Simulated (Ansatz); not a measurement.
Geometry optimisation, RKS CAM-B3LYP-D4/6-31G (Ansatz 0.2.0).

Input:

```yaml
crystal:
  periodic: [false, false, false]
  atoms:
    - { symbol: C, position_ang: [0.7823, 0.4615, 1.9411] }
    - { symbol: "N", position_ang: [1.3513, -0.1996, 0.8103] }
    - { symbol: Al, position_ang: [0.0714, -0.4002, -0.6485] }
    - { symbol: "N", position_ang: [-0.3319, -2.1382, -1.2175] }
    - { symbol: C, position_ang: [-0.6655, 1.1978, -1.5389] }
    - { symbol: F, position_ang: [-1.3638, 1.9702, -0.5941] }
    - { symbol: H, position_ang: [0.4672, 1.536, 1.6276] }
    - { symbol: H, position_ang: [-0.1181, -0.0294, 2.2959] }
    - { symbol: H, position_ang: [1.4698, 0.6101, 2.8018] }
    - { symbol: H, position_ang: [1.6036, -1.1581, 1.1601] }
    - { symbol: H, position_ang: [-0.8936, -2.6057, -0.3843] }
    - { symbol: H, position_ang: [-1.1054, -2.0138, -1.9442] }
    - { symbol: H, position_ang: [0.102, 1.8436, -1.9684] }
    - { symbol: H, position_ang: [-1.3824, 0.8965, -2.312] }
basis:
  gaussian: { orbitals: "6-31G" }
hamiltonian:
  xc: cam_b3lyp
  dispersion: d4
relax:
  f_tol: 0.015
  max_steps: 40
output:
  orbitals: {}
```

Launched with:

```bash
$ ansatz run input.yaml --threads 1 --pin off --max-ram 2048MiB --backend cpu --events-out ev --progress --plain --runs-dir out
```

Problem. Where does it end, and by what steps?

Solution. It converged. Limits of this set-up: no polarisation functions. After 14 steps the energy has fallen by 1.822 eV; H11 moved furthest, 1.08 Å.

```csv
step,energy less start (eV),largest force component (eV/Å),accepted
0,0.0000,3.551,yes
1,-0.9317,2.280,yes
2,-1.4199,1.685,yes
3,-1.6107,1.107,yes
4,-1.6952,0.522,yes
5,-1.7530,0.411,yes
6,-1.7941,0.258,yes
7,-1.8111,0.182,yes
8,-1.8048,0.261,no
9,-1.8183,0.041,yes
10,-1.8209,0.069,yes
11,-1.8215,0.058,yes
12,-1.8216,0.023,yes
13,-1.8217,0.025,yes
14,-1.8217,0.003,yes
```

```xyz
14
Properties=species:S:1:pos:R:3
C 0.798 0.679 1.906
N 0.549 -0.531 1.115
Al -0.184 -0.564 -0.511
N -0.433 -2.095 -1.401
C -0.668 1.167 -1.369
F -1.098 2.078 -0.309
H 0.395 1.546 1.378
H 0.303 0.634 2.884
H 1.869 0.848 2.077
H 0.829 -1.378 1.593
H -0.162 -3.008 -1.065
H -0.876 -2.157 -2.307
H 0.164 1.659 -1.883
H -1.499 1.093 -2.078
```

Time of the run: 98 s on 1 thread of Arm Neoverse V1, on a shared host, peak memory 0.22 GiB.
